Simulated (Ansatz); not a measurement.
Cost and result up the ladder for the cluster AlSi5 (6 atoms). The state is a doublet with charge 0. Geometry: r2SCAN-D4/def2-SVP.

Cartesian coordinates in Å:
```
Al 0.339 0.547 -0.635
Si 1.474 -1.371 0.621
Si 1.649 -1.272 -1.635
Si -1.421 2.303 -0.691
Si -1.308 1.011 1.120
Si -0.733 -1.218 1.221
```

Ansatz on 4 threads of AMD EPYC 9B14 on a shared host. Times are rough, and most runs start from the orbitals of an earlier one. r2SCAN0-D4/def2-TZVP serves as the yardstick here, not as an exact answer. Differences are given only for rows in sets of like size (and for xTB, whose basis is part of the method), since another set adds its own error. Binding counts from free atoms at the same level (Al doublet, Si triplet; other spins of the atoms weren't run), without zero-point energy or a counterpoise term.

B3LYP takes the VWN-RPA correlation. Correlated methods freeze 30 core orbitals. Another isomer (doublet) lies 2.26 eV lower at PBE0-D4/def2-TZVP; other spin states weren't run for this one.

Run but left out: CCSD(T)/def2-TZVP (⟨S²⟩ 1.66, where a pure state has 0.75).

Correlated methods converge slowly with the basis.

```tsv
level	functions	wall time	binding energy per atom (eV)	difference from r2SCAN0-D4/def2-TZVP (eV)
PBE-D4/def2-SVP	108	1.7 s	3.05	–
PBE0-D4/def2-SVP	108	2.6 s	2.88	–
PBE-D4/def2-TZVP (with forces)	222	4.3 s	3.08	0.24
RPA@PBE/def2-TZVP	222	6 s	2.46	-0.38
B3LYP-D4/def2-TZVP	222	8 s	2.76	-0.08
PBE0-D4/def2-TZVP	222	9 s	2.93	0.09
r2SCAN-D4/def2-TZVP	222	11 s	2.98	0.14
B2PLYP/def2-TZVP	222	14 s	2.72	-0.12
r2SCAN0-D4/def2-TZVP	222	31 s	2.84	0.00
```
